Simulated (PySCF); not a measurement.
A PySCF script (with the pyscf-properties extension) for the NMR shieldings of SMILES [CH3][Al]1[CH2]C[C@@H](C[SiH3])[CH2]1, C₆H₁₅AlSi, on a GFN2-xTB geometry:

```python
import basis_set_exchange as bse
import numpy as np
from pyscf import gto, dft
from pyscf.prop import nmr

atoms = """
C    -2.926990   -0.237440   -1.605642
Al   -1.581837    0.091835   -0.187258
C    -1.178626   -0.843547    1.542172
C     0.041059   -0.019795    2.007716
C     0.837032    0.560148    0.816841
C     1.418514   -0.563739   -0.034891
Si    2.586912    0.004589   -1.421674
C    -0.103236    1.434498   -0.031693
H    -3.294373    0.700440   -2.035536
H    -3.798353   -0.777925   -1.221159
H    -2.533900   -0.827544   -2.440041
H    -0.887463   -1.895601    1.419528
H    -1.933807   -0.850036    2.335488
H    -0.305911    0.822771    2.612359
H     0.710662   -0.617130    2.635135
H     1.665921    1.154949    1.223769
H     0.574564   -1.112347   -0.485624
H     1.940116   -1.272425    0.613962
H     1.835216    0.374642   -2.624154
H     3.488845   -1.100987   -1.758319
H     3.375422    1.150605   -0.964284
H    -0.352663    2.338215    0.541117
H     0.418143    1.785748   -0.927731
"""
names = dict.fromkeys(["C", "Al", "Si", "H"], "pcSseg-1")
basis = {el: gto.basis.parse(bse.get_basis(n, elements=[el], fmt="nwchem")) for el, n in names.items()}
mol = gto.M(atom=atoms, basis=basis, charge=0, verbose=0)
mf = dft.RKS(mol, xc="PBE0")
mf.grids.level = 2
mf.grids.alignment = dft.numint.BLKSIZE   # the property module wants whole blocks of grid points
mf.conv_tol = 1e-9
mf.kernel()

calc = nmr.RKS(mf)   # GIAO
C = mf.mo_coeff
Co = C[:, mf.mo_occ > 0]
resp = mf.gen_response(singlet=True, hermi=2)
def vind(x):   # induced exchange potential for any number of trial vectors
    d = np.einsum("pi,xij,qj->xpq", C, 2 * x.reshape(-1, C.shape[1], Co.shape[1]), Co, optimize=True)
    return np.einsum("xpq,pi,qj->xij", resp(d - d.transpose(0, 2, 1)), C, Co, optimize=True).ravel()
mo1, _ = nmr.rhf.solve_mo1(calc, with_cphf=vind)
sigma = calc.kernel(mo1)
for i, s in enumerate(sigma):   # ppm
    print("%2d %-2s %9.2f" % (i, mol.atom_pure_symbol(i), np.trace(s) / 3))
```

Problem. What does it print?

Solution. 
```
 0 C     192.10
 1 Al    241.33
 2 C     181.79
 3 C     146.94
 4 C     147.58
 5 C     165.00
 6 Si    419.38
 7 C     164.42
 8 H      31.46
 9 H      31.37
10 H      31.71
11 H      31.33
12 H      31.16
13 H      30.08
14 H      29.59
15 H      29.32
16 H      32.16
17 H      30.88
18 H      27.79
19 H      27.81
20 H      27.98
21 H      31.30
22 H      31.04
```

These numbers come from an equivalent density-fitted implementation of the same equations, which agrees with the script to about 0.01 ppm for H and up to a few tenths of a ppm for heavy atoms, so last digits may differ.

Size and cost of the density-fitted run: 225 basis functions, 110 s wall time on 1 thread of an Arm Neoverse N1, shared host; peak memory 1.1 GiB.
